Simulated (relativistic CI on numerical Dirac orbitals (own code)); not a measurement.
Cr4+: M2,3 absorption edge

Computed with this model: Dirac-Coulomb-Breit CI, separate exchange-only KLI orbitals for each configuration, QED by a radiative potential, valence Slater integrals scaled by 0.7, multiplet model of core-to-valence dipole absorption; configurations [Ar] 3d2 → [Ne] 3s2 3p5 3d3; 300 K; Lorentzian 0.8 eV and Gaussian 0.3 eV FWHM. Energies are those of the free ion, without screening or charge transfer. The branching ratio is the share of the lower-energy edge in the whole absorption, uncertain by about 0.02 where the edges overlap. S is read from ⟨S²⟩ = S(S + 1).

Field parameters in Wybourne normalisation: D3d B²₀ = −7Dσ, B⁴₀ = −14Dq − 21Dτ, B⁴₃ = −14√(10/7) Dq; D4h B²₀ = −7Ds, B⁴₀ = 21(Dq − Dt), B⁴₄ = 21√(5/14) Dq; Oh B⁴₀ = 21Dq, B⁴₄ = √(5/14) B⁴₀; Td as Oh with Dq negative (B⁴₀ = 21Dq, B⁴₄ = √(5/14) B⁴₀). The field is a parameter set, without covalency.

Computed curve for Td, 10Dq = -10950 cm⁻¹, scaled to 100 at the maximum (points under 2 are left out and the grid is thinned):

```csv
Energy (eV),Intensity
44.4,2.1
46.4,2.1
46.7,2.4
47.0,2.5
47.3,2.6
47.6,2.9
47.9,3.2
48.2,3.6
48.5,4.4
48.8,5.2
49.0,5.3
49.3,5.8
49.6,7.6
49.9,9.8
50.2,10.5
50.5,9.8
50.8,9.4
51.1,8.6
51.4,7.7
51.7,8.2
52.0,10.7
52.3,16.4
52.6,24.8
52.9,34.7
53.2,52.4
53.5,59.5
53.8,41.8
54.1,23.3
54.4,14.2
54.7,10.0
54.9,8.3
55.2,7.2
55.5,6.8
55.8,6.8
56.1,7.7
56.4,10.3
56.7,15.6
57.0,19.7
57.3,20.3
57.6,23.4
57.9,35.3
58.2,64.2
58.5,98.5
58.8,82.7
59.1,45.2
59.4,24.1
59.7,14.5
60.0,10.0
60.3,7.8
60.6,6.9
60.8,7.1
61.1,8.9
61.4,14.0
61.7,20.7
62.0,18.3
62.3,10.5
62.6,5.9
62.9,3.8
63.2,2.7
63.5,2.1
```

The ground state has S = 1.00, and the centroid lies at 56.19 eV.
